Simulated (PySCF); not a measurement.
**Tl⁷⁵⁺: ionisation energy**

Tl⁷⁵⁺ [He] 2s2 2p2 [2p1/2^2, M_J = 0] → Tl⁷⁶⁺ [He] 2s2 2p1 [2p1/2^1, M_J = 1/2], as a difference of total energies. Computed with PySCF 2.14 in an even-tempered Gaussian basis (16 s from 65 bohr⁻², ratio 2.4; 13 p from 85 bohr⁻², ratio 2.4; 5 d from 280 bohr⁻², ratio 2.6; 4 f from 410 bohr⁻², ratio 2.6), with the two-component X2C-1e Hamiltonian. Correlated levels: nothing frozen; the 28 highest virtual spinors dropped. "Screened" scales the spin-orbit matrix elements by Boettger's factors to mimic the two-electron term; Breit and QED terms are absent.

```
                    method  ionisation energy (eV)
           GHF (spin-free)                 21282.8
          GMP2 (spin-free)                 21283.1
 GHF (screened spin-orbit)                 22825.7
GMP2 (screened spin-orbit)                 22827.9
```

Problem. How much does correlation contribute at GMP2 (screened spin-orbit)?

Solution. 22827.9 − (22825.7) = 2.2 eV, measured against GHF (screened spin-orbit).

For this ion Breit and QED terms and the two-electron picture change, all absent here, outweigh the correlation shift from GHF to GMP2.

The spin-free rows relax to the high-spin LS determinant and lack the spin-orbit shift.

The labels give the starting determinants; with spin-orbit coupling the two ends relaxed to ⟨J²⟩ = 0.00, ⟨L²⟩ = 1.33, ⟨S²⟩ = 1.33 and ⟨J²⟩ = 0.75, ⟨L²⟩ = 2.00, ⟨S²⟩ = 0.75.

For comparison: 22780 ± 100 eV (theoretical estimate listed by NIST; NIST Atomic Spectra Database, ionization energies).
